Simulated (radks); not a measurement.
Results of a calculation; reference values are marked as such.
Tb4+, configuration [Xe] 4f7.

Code: a radial shooting solver on a logarithmic mesh with Libxc functionals. Model: Dirac Kohn-Sham, RPBE, spin-unpolarised, spherical densities, finite nucleus; open shells fill j = l - 1/2 first; Fermi nuclear charge, rms radius 5.06 fm.

Energy parts (eV):
total: -318788.94
kinetic: 348623.02
electron-nucleus: -781548.52
Hartree: 121097.64
exchange-correlation: -6961.08

Orbitals (lengths in bohr, moments of r in powers of bohr; r(max) is where P^2 peaks; r(90%) holds 90 % of the orbital's charge):
| orbital | occ. | eigenvalue (eV) | r(max) | r(90%) |
|---|---|---|---|---|
| 1s1/2 | 2 | -51849.78 | 0.01364 | 0.0389 |
| 2s1/2 | 2 | -8635.598 | 0.07767 | 0.142 |
| 2p1/2 | 2 | -8208.658 | 0.05860 | 0.125 |
| 2p3/2 | 4 | -7462.267 | 0.06452 | 0.134 |
| 3s1/2 | 2 | -1958.502 | 0.2200 | 0.351 |
| 3p1/2 | 2 | -1772.893 | 0.2073 | 0.344 |
| 3p3/2 | 4 | -1618.835 | 0.2198 | 0.362 |
| 3d3/2 | 4 | -1299.200 | 0.1744 | 0.334 |
| 3d5/2 | 6 | -1265.605 | 0.1779 | 0.340 |
| 4s1/2 | 2 | -431.1867 | 0.5047 | 0.776 |
| 4p1/2 | 2 | -358.3415 | 0.5084 | 0.801 |
| 4p3/2 | 4 | -323.7785 | 0.5347 | 0.844 |
| 4d3/2 | 4 | -203.6990 | 0.5406 | 0.919 |
| 4d5/2 | 6 | -197.4008 | 0.5490 | 0.934 |
| 5s1/2 | 2 | -92.9245 | 1.157 | 1.81 |
| 5p1/2 | 2 | -71.8712 | 1.248 | 2.01 |
| 5p3/2 | 4 | -66.5723 | 1.317 | 2.13 |
| 4f5/2 | 6 | -54.5314 | 0.5416 | 1.30 |
| 4f7/2 | 1 | -53.6190 | 0.5462 | 1.32 |
| 5d3/2 | 0 | -37.8498 | 1.638 | 2.85 |
| 5d5/2 | 0 | -37.2462 | 1.664 | 2.89 |
| 6s1/2 | 0 | -32.4736 | 2.682 | 3.95 |

The highest occupied level is 4f7/2 at -53.619 eV. Summed over all electrons, <r^2> = 31.56 bohr^2, which gives a Langevin (diamagnetic) susceptibility term of -25 x 10^-6 cm^3/mol.
